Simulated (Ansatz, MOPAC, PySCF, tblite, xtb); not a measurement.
Potential energy surface of H3Sb, singlet: map of symmetric stretch and umbrella angle. Scanned: Sb-H bond length and angle between the Sb-H bonds and the threefold axis (90 = planar).

- GFN2-xTB, 300 K electronic temperature (tblite)
- RHF/def2-TZVP, def2 effective core potentials past Kr (PySCF)
- PBE0/def2-TZVP, def2 effective core potentials past Kr (PySCF)
- M06-2X/def2-TZVP, def2 effective core potentials past Kr (PySCF)
- RKS-PBE/def2-TZVP = restricted PBE/def2-TZVP, def2 effective core potentials past Kr (Ansatz, a program for electronic structure)
- MP2 on RHF/def2-TZVP, 4 core orbitals frozen, def2 effective core potentials past Kr (PySCF)
- CCSD on RHF/def2-TZVP, 4 core orbitals frozen, def2 effective core potentials past Kr (PySCF)
- CCSD(T) on RHF/def2-TZVP, 4 core orbitals frozen, def2 effective core potentials past Kr (PySCF)
- PM3, restricted, heats of formation (MOPAC)
- AM1, restricted, heats of formation (MOPAC)
- GFN1-xTB (xtb)
- RKS-B3LYP/LANL2DZ = restricted B3LYP/LANL2DZ, with its core potentials past Ne in PySCF

Energies in kcal/mol at chosen points (x: Sb-H bond length (Å); y: angle between the Sb-H bonds and the threefold axis (90 = planar) (°)), relative to x = 1.74, y = 126:

| method | (2.14, 114) | (1.50, 90) | (1.98, 122) | (2.06, 114) | (1.82, 122) | (1.74, 118) | (1.66, 102) |
|---|---|---|---|---|---|---|---|
| GFN2-xTB | 37.5 | 45.7 | 17.0 | 29.9 | 4.8 | 4.5 | 32.0 |
| RHF | 67.5 | 60.7 | 29.1 | 51.2 | 5.4 | 1.1 | 28.1 |
| PBE0 | 59.5 | 60.0 | 25.5 | 45.6 | 5.2 | 2.8 | 29.3 |
| M06-2X | 60.1 | 59.4 | 25.6 | 45.6 | 4.8 | 2.0 | 27.9 |
| RKS-PBE/def2-TZVP | 52.1 | 63.2 | 21.5 | 39.9 | 4.1 | 3.1 | 30.8 |
| MP2 | 67.5 | 55.1 | 30.4 | 52.4 | 7.0 | 2.8 | 27.7 |
| CCSD | 60.7 | 58.8 | 27.1 | 47.1 | 5.8 | 2.5 | 28.5 |
| CCSD(T) | 58.3 | 59.0 | 26.0 | 45.4 | 5.6 | 2.7 | 28.6 |
| PM3 | 82.5 | 158.6 | 41.0 | 64.2 | 9.1 | 1.7 | 26.3 |
| AM1 | 96.9 | 115.4 | 46.3 | 73.6 | 8.5 | 0.8 | 24.8 |
| GFN1-xTB | 66.4 | 103.8 | 28.6 | 51.0 | 7.1 | 6.0 | 48.8 |
| RKS-B3LYP/LANL2DZ | 55.1 | 63.0 | 22.5 | 42.2 | 4.3 | 3.1 | 32.1 |
